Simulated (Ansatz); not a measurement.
Mulliken charges of C₃H₃BrO (`BrC1=COC1`) from r2SCAN/def2-TZVPP in Ansatz (PBE0-D4/def2-TZVP geometry).

```json
{"atom": "Br1", "x (Å)": "-2.246", "y (Å)": "0.501", "z (Å)": "1.089", "charge (e)": "-0.027"}
{"atom": "C2", "x (Å)": "-0.566", "y (Å)": "0.238", "z (Å)": "0.373", "charge (e)": "-0.214"}
{"atom": "C3", "x (Å)": "0.648", "y (Å)": "0.776", "z (Å)": "0.489", "charge (e)": "0.117"}
{"atom": "O4", "x (Å)": "1.298", "y (Å)": "-0.044", "z (Å)": "-0.412", "charge (e)": "-0.312"}
{"atom": "C5", "x (Å)": "0.019", "y (Å)": "-0.716", "z (Å)": "-0.626", "charge (e)": "0.174"}
{"atom": "H6", "x (Å)": "1.163", "y (Å)": "1.561", "z (Å)": "1.023", "charge (e)": "0.124"}
{"atom": "H7", "x (Å)": "0.081", "y (Å)": "-1.765", "z (Å)": "-0.331", "charge (e)": "0.069"}
{"atom": "H8", "x (Å)": "-0.305", "y (Å)": "-0.608", "z (Å)": "-1.662", "charge (e)": "0.069"}
```

Task: By hand: the dipole of these point charges (1 e Å = 4.8032 D).

Result: Σ q r = (-0.015, -0.055, -0.043) e Å, of length 0.071 e Å = 0.34 D.

Task: How does the dipole of the full density compare? (Estimate.)

Result: Ansatz gave: (0.017, -0.065, -0.061) e Å, 0.44 D; the point charges give 0.77 times that, at 23° from its direction.

Point charges leave out the atoms' own dipoles, such as those of lone pairs, and Mulliken's split depends on the basis, so the two needn't agree.
